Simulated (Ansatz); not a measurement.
Total energies of HAu₂⁺ (the lowest singlet isomer of a short search) from Ansatz at PBE-D4/def2-TZVP, gas phase (1 Eh = 27.2114 eV = 2625.5 kJ/mol). The reference geometry is relaxed at PBE-D4/def2-TZVP.

| atom | x (Å) | y (Å) | z (Å) |
| --- | --- | --- | --- |
| Au1 | 0.171 | -1.157 | -0.692 |
| Au2 | 0.538 | 0.984 | 0.767 |
| H3 | -0.708 | 0.173 | -0.075 |

```
           state                     geometry  energy (Eh)
charge 1 singlet                    reference   -271.86522
charge 0 doublet                    reference   -272.14557
charge 1 triplet  relaxed at PBE-D4/def2-TZVP   -271.79511
charge 1 quintet  relaxed at PBE-D4/def2-TZVP   -271.63757
```

In the def2 sets Au takes a core potential; there is no spin–orbit coupling.

Problem. Work out the vertical electron affinity, to the doublet.

Solution. E(charge 1 singlet) − E(charge 0 doublet) = -271.86522 − (-272.14557) = 0.28035 Eh = 7.63 eV.

Problem. Which of the charge 1 states is lowest, and how far above it are the others?

Solution. The singlet. triplet: -271.79511 − (-271.86522) = 0.07011 Eh = 184.1 kJ/mol; quintet: -271.63757 − (-271.86522) = 0.22765 Eh = 597.7 kJ/mol. The quintet has fallen apart, so its energy is that of loose fragments and no spin gap. The triplet differs in its bonds from the reference. The quintet differs in its bonds from the reference.

The structure comes from a short search, and lower isomers may exist.
